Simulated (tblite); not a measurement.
C₄H₁₀As₂S.
Numbering: `[CH3:1][C:2](=[S:3])[C@H:4]([AsH2:5])[CH2:6][AsH2:7]` (hydrogens: H8, H9, H10 on C1; H11 on C4; H12, H13 on As5; H14, H15 on C6; H16, H17 on As7)

Structure used (GFN2-xTB), in Å, numbered top down from 1:
```
atom  x, y, z in Å
C1     1.4923   -1.2568    0.6964
C2     1.1065   -0.4504   -0.4955
S3     1.8540   -0.6642   -1.9325
C4     0.0657    0.5809   -0.3361
As5    0.9367    2.1444    0.6443
C6    -1.1655    0.1334    0.4416
As7   -1.9663   -1.4931   -0.4011
H8     1.6353   -0.6050    1.5650
H9     0.6975   -1.9707    0.9369
H10    2.4060   -1.8126    0.5003
H11   -0.2258    0.9479   -1.3273
H12    1.8067    2.5259   -0.5126
H13   -0.1077    3.1145    0.1674
H14   -0.9072   -0.1039    1.4802
H15   -1.8991    0.9461    0.4613
H16   -3.3217   -1.2658    0.2100
H17   -2.4144   -0.7586   -1.6291
```

All values are computed: GFN2-xTB (tblite) harmonic vibrations without scaling, gas phase. Against measured fundamentals such values can be off by several per cent, at times by over 20. Modes of hydrogen on arsenic can be 10 to 20 % off. One conformer, not necessarily the lowest.

Harmonic wavenumbers (cm⁻¹): 38.8, 82.7, 103.2, 125.5, 131.3, 140.1, 160.9, 171.6, 257.8, 340.6, 404.0, 465.7, 560.3, 604.4, 659.2, 686.8, 710.9, 748.9, 777.0, 871.6, 960.2, 978.2, 1008.9, 1012.8, 1047.3, 1081.0, 1105.6, 1178.7, 1214.2, 1248.8, 1329.3, 1368.9, 1434.9, 1446.5, 1456.0, 1916.0, 1926.9, 1949.3, 1970.5, 2895.7, 2899.4, 2917.9, 2924.9, 2935.5, 3045.0.

A = 1198, B = 522.7, C = 407.4 MHz; mass 239.894 u (most abundant isotopes); point group C1, symmetry number 1.

Zero-point energy?

Half the sum of the wavenumbers: 25647 cm⁻¹ = 306.80 kJ/mol.

Give the ideal-gas entropy at 350 K and 1 bar in the rigid-rotor, harmonic-oscillator model (classical rotation).

Translation 180.54, rotation 133.84, vibration 166.01: S = 480.4 J/(mol K).

And Cp and H(350 K) − H(0)?

Cp = 185.74 J/(mol K), of which vibrations give 152.48 (their classical limit is 45 R = 374.2); H(350 K) − H(0) = 40.78 kJ/mol without the zero-point energy, 29.14 from vibrations.

Blend soft modes into free rotors: weight 1/[1 + (100 cm⁻¹/ν̃)⁴] for the oscillator and the rest for a rotor with moment μB/(μ + B), μ = h/(8π²ν), B = 10⁻⁴⁴ kg m². What vibrational entropy results?

153.27 J/(mol K) in place of 166.01, which changes −T·S at 350 K by +4.46 kJ/mol.

How do the functions run with temperature in this model?

```csv
T (K),S (J/(mol K)),Cp (J/(mol K)),H − H(0) (kJ/mol),G − H(0) (kJ/mol),ln q(vib)
100,318.7,91.0,6.11,-25.76,2.18
200,393.7,129.0,17.14,-61.60,5.47
300,453.2,167.3,31.95,-104.01,8.50
500,555.0,233.4,72.37,-205.13,14.11
800,679.7,296.2,152.71,-391.06,21.67
1000,748.8,322.6,214.74,-534.07,26.22
```

q(vib) and H(0) count from the zero-point level.

What must be added to the electronic energy to get the Gibbs energy at 350 K and 1 bar?

ZPE + [H(350 K) − H(0)] − T·S = 306.80 + 40.78 − 168.14 = 179.44 kJ/mol.

Hindered rotation and anharmonicity are outside this model. Other conformers, if any are populated, would add a mixing term that is left out. The structure is chiral; the term R ln 2 for an equal mix with its mirror image is left out.

On Arm Neoverse N1, one thread, shared host, this took 1.3 s wall. This covers the Hessian and the dipole derivatives.
